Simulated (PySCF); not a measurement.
Sn(OH)3 (H3O3Sn), SMILES [OH][Sn+]([OH])[OH], charge +1.

The structure is a stationary point at PBE0-D3(BJ)/def2-SVP. The spin state was assumed, not searched. The isomer is the one that the SMILES or the coordinates give; other isomers of the formula were not compared. The def2 effective core potentials stand for the cores of Sn; spin–orbit coupling is left out. One conformer was computed; it need not be the lowest.

These are HF/def2-TZVP in PySCF values and carry that method's errors.

Symmetry labels are those of the subgroup Cs that the program uses (full group Cs).

Task: List the valence orbital energies around the gap with their symmetry. (The exact figures need the calculation; the answer reports its results.)

Result: 
| orbital | symmetry | energy (eV) |
|---|---|---|
| HOMO−7 | A' | -24.70 |
| HOMO−6 | A' | -23.65 |
| HOMO−5 | A' | -21.92 |
| HOMO−4 | A" | -20.69 |
| HOMO−3 | A' | -20.26 |
| HOMO−2 | A" | -19.98 |
| HOMO−1 | A" | -19.78 |
| HOMO | A' | -19.68 |
| LUMO | A' | -5.34 |
| LUMO+1 | A" | -4.36 |
| LUMO+2 | A' | -2.24 |
| LUMO+3 | A' | -1.37 |
